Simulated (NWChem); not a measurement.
System: C$_{4}$H$_{4}$F$_{2}$; SMILES C(F)(F)CC#C

Here is an NWChem input.

```
start job
memory heap 200 mb stack 900 mb global 1100 mb
geometry units angstroms
  C      1.045535     1.427716     2.134029
  C      0.882514     0.530161     1.360899
  C      0.662984    -0.542799     0.412792
  C     -0.607085    -0.303084    -0.397339
  F     -0.912502    -1.406058    -1.126741
  F     -0.436606     0.700621    -1.289084
  H      1.205035     2.208337     2.815904
  H      0.554874    -1.493979     0.940533
  H      1.509694    -0.612367    -0.275871
  H     -1.481499    -0.055978     0.224699
end
basis spherical
  * library def2-svp
end
dft
  xc pbe0
  iterations 150
end
driver
  maxiter 120
end
task dft optimize
task dft freq
```

The level has its own optimisation; frequencies are unscaled. Brackets give each atom's bonded neighbours.

**Question.** Predict the main results of this run. (PBE0/def2-SVP.) Quantities: r C–C [C(CC)–C(CH)] (Å); r C–H [C(CH)–H(C)] (Å); r C–C [C(CC)–C(CCHH)] (Å); r C–C [C(CCHH)–C(CFFH)] (Å); highest harmonic frequency (cm⁻¹); lowest (cm⁻¹); zero-point energy (kcal/mol); dipole (D).

**Answer.** r C–C [C(CC)–C(CH)] (Å): 1.210
r C–H [C(CH)–H(C)] (Å): 1.075
r C–C [C(CC)–C(CCHH)] (Å): 1.454
r C–C [C(CCHH)–C(CFFH)] (Å): 1.517
highest harmonic frequency (cm⁻¹): 3490
lowest (cm⁻¹): 90
zero-point energy (kcal/mol): 44.4
dipole (D): 1.66
